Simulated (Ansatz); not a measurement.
Consider the isomerisation: `BB(F)OC` → `BCB(O)F`.

Gas-phase electronic energies from Ansatz, PBE0-D4/def2-TZVP geometries. CCSD(T)/CBS is the MP2 limit (def2-TZVPP, def2-QZVPP) plus CCSD(T) − MP2 in def2-TZVPP, frozen cores. DFT in def2-TZVPP. HSE06 is defined as in plane-wave codes. Each species was taken in one conformer, which may not be the lowest.

Task: Is it downhill or uphill in electronic energy at CCSD(T)/CBS, and by how much? (Estimate.)

Result: Computed: Downhill: ΔE = -145.0 kJ/mol.

Task: What do these levels give: LDA (SPW92), B97M-V, r2SCAN0-D4, HSE06-D4, BHLYP-D4, PBE-QIDH, PBE, revPBE, LC-ωPBE, MP2/def2-QZVPP, SCS-MP2/def2-QZVPP, HF/CBS(def2)? (An estimate is asked.)

Result: The calculation gave: LDA (SPW92) -151.0, B97M-V -146.7, r2SCAN0-D4 -150.3, HSE06-D4 -145.2, BHLYP-D4 -138.3, PBE-QIDH -149.4, PBE -141.5, revPBE -138.3, LC-ωPBE -143.5, MP2/def2-QZVPP -154.3, SCS-MP2/def2-QZVPP -144.1, HF/CBS(def2) -129.9 kJ/mol.

Largest T1 diagnostic among the species: 0.013.

From BLYP to BHLYP (50 % exact exchange), in def2-TZVPP and without D4, ΔE moves by −5.7 kJ/mol. At CCSD(T), def2-SVP lies +4.0 kJ/mol from the extrapolated value and def2-TZVPP +2.2 kJ/mol.
